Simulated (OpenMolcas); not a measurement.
**Ni5+: effect of the IPEA shift**

```yaml
Program: OpenMolcas
Basis: ANO-RCC-VDZP [5s4p2d1f]
Scalar_Hamiltonian: DKH2, point nucleus
Active_space: 5 electrons in 5 orbitals (3d)
State_averaging: 2S+1 = 6 even, 1 root; 2S+1 = 4 even, 24 roots; 2S+1 = 2 even, 75 roots
Spin-orbit_coupling: RASSI with atomic mean-field integrals over the reference wave functions, term energies averaged over their components
```

Methods on the same reference wave functions:
A. CASSCF
B. MS-CASPT2, IPEA 0.25 Eh, imaginary shift 0.1 Eh (closed shells correlated: 3s 3p)
C. MS-CASPT2, IPEA 0.5 Eh, imaginary shift 0.1 Eh (closed shells correlated: 3s 3p)

Energies in eV above 3d⁵ ⁶S_5/2, the measured ground level; measured values from Corliss and Sugar, J. Phys. Chem. Ref. Data 10, 197 (1981).

```
               Level        A       B       C  Measured
          3d⁵ ⁶S_5/2   0.0000  0.0000  0.0000    0.0000
          3d⁵ ⁴G_5/2   5.8716   5.625   5.627          
          3d⁵ ⁴G_7/2   5.8811   5.636   5.637          
         3d⁵ ⁴G_11/2   5.8836   5.639   5.641    5.1975
          3d⁵ ⁴G_9/2   5.8867   5.642   5.644          
          3d⁵ ⁴P_5/2   6.7345   6.102   6.117    5.6889
          3d⁵ ⁴P_3/2   6.7603   6.127   6.142    5.7162
          3d⁵ ⁴P_1/2   6.7915   6.154   6.170    5.7435
          3d⁵ ⁴D_7/2   7.2963   6.733   6.742    6.2402
          3d⁵ ⁴D_1/2   7.3267   6.762   6.771          
          3d⁵ ⁴D_3/2   7.3507   6.782   6.792          
          3d⁵ ⁴D_5/2   7.3557   6.786   6.795          
         3d⁵ ²I_11/2   8.3717   8.229   8.234    7.5873
         3d⁵ ²I_13/2   8.3943   8.256   8.261    7.5977
3d⁵ ²D_5/2(1) [63 %]   9.3358   8.553   8.586    7.9539
       3d⁵ ²D_3/2(1)   9.4902   8.692   8.724    8.0805
       3d⁵ ²F_7/2(1)   9.7071   8.977   9.011    8.3175
          3d⁵ ⁴F_9/2   9.8231   9.170   9.183          
          3d⁵ ⁴F_7/2   9.8477   9.189   9.203          
          3d⁵ ⁴F_3/2   9.9097   9.239   9.253          
          3d⁵ ²H_9/2  10.2641   9.764   9.787    9.0395
         3d⁵ ²H_11/2  10.3480   9.877   9.900    9.1447
       3d⁵ ²G_7/2(1)  10.6267  10.013  10.040    9.2527
3d⁵ ²G_9/2(1) [74 %]  10.6978  10.109  10.134    9.3536
```

Deviations, from unrounded energies. A percentage is the sum of absolute deviations over the sum of measured energies, with the sign that they share, or ± where signs differ.

| Against measurement | Levels | A | B | C |
| --- | --- | --- | --- | --- |
| mean absolute deviation (cm-1) | 14 | 9100 | 4800 | 4900 |
| other terms of the ground configuration (%) | 14 | +15.0 | +7.9 | +8.2 |

B, C lie about equally close to measurement and A furthest from it. The largest miss of B in the table is 3d⁵ ²G_7/2(1), by +6100 cm-1. The ranking rests on the paired levels alone, and a cruder setting can come out closer through cancelling errors.

Between B and C the level of the table that moves most is 3d⁵ ²F_7/2(1), by 270 cm-1 (lowest in B, highest in C). Moves below CASPT2's spread within the term are not significant.

The mean deviations of B to C differ by less than CASPT2's widest spread within a term (790 cm-1), so their order carries little weight.

From A to B the spin-free energies of the other terms of 3d⁵ shown, above ⁶S, scale by factors of 0.91 to 0.98.

The lowest spin-free term lies below A's lowest term by 0.242 hartree in B, 0.236 hartree in C.

Term energies are means over components that CASPT2 splits; among the terms shown or strongly mixed into the levels shown the widest spread is 790 cm-1 (3d⁵ ⁴F, C). The basis is small and was not contracted for so high a charge. Without dynamic correlation excited terms often stand tens of per cent too high (terms of higher spin than the ground term too low), and those without a measured partner can miss by more than the paired ones (holds for A). Some levels mix across a computed gap that differs much from the measured one, so their mixing is not that of the real levels (holds for A). Blocks of more than 70 roots (2S+1 = 2 even) ran without multistate coupling (holds for B; C). Computed and measured levels are paired by configuration, term and J; levels that our copy of the source lacks, or whose pairing is in doubt (as where it misses far off the trend of its configuration), stay unpaired and out of the deviations. Levels of configurations outside the active space are missing. The table leaves out levels that lie high or whose names do not pair safely across all columns.

A share in square brackets marks a mixed level and gives the weight of the term that names it, the lowest over the columns. A number in round brackets counts repeated terms of one configuration in the order of the reference energies.
